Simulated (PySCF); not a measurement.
AuCl₄, SMILES [Cl][Au-]([Cl])([Cl])[Cl], charge -1, multiplicity 1.

The structure is a stationary point at PBE-D3(BJ)/def2-SVPD. The multiplicity is an assumed one; other spin states were not compared. The isomer is the one that the SMILES or the coordinates give; other isomers of the formula were not compared. The def2 effective core potentials stand for the cores of Au; spin–orbit coupling is left out.

Method: PBE-D3(BJ)/def2-SVPD run with PySCF.

Frequencies are harmonic and unscaled.

Modes within 1.5 cm⁻¹ of each other (mostly degenerate sets) share a row, with their intensities summed.

### Question
List the normal modes with their intensities. (Estimate from the structure and the level; the computed values follow.)

### Answer

```tsv
mode	ν (cm⁻¹)	IR (km/mol)	moving atoms (share of kinetic energy)
1	73	0.0	Cl 100 %
2	124	4.5	Cl 58 %, Au 42 %
3	133	0.0	Cl 100 %
4–5	138	0.1	Cl 86 %, Au 14 %
6	280	0.0	Cl 100 %
7	300	0.0	Cl 100 %
8–9	318	124.4	Cl 73 %, Au 27 %
```
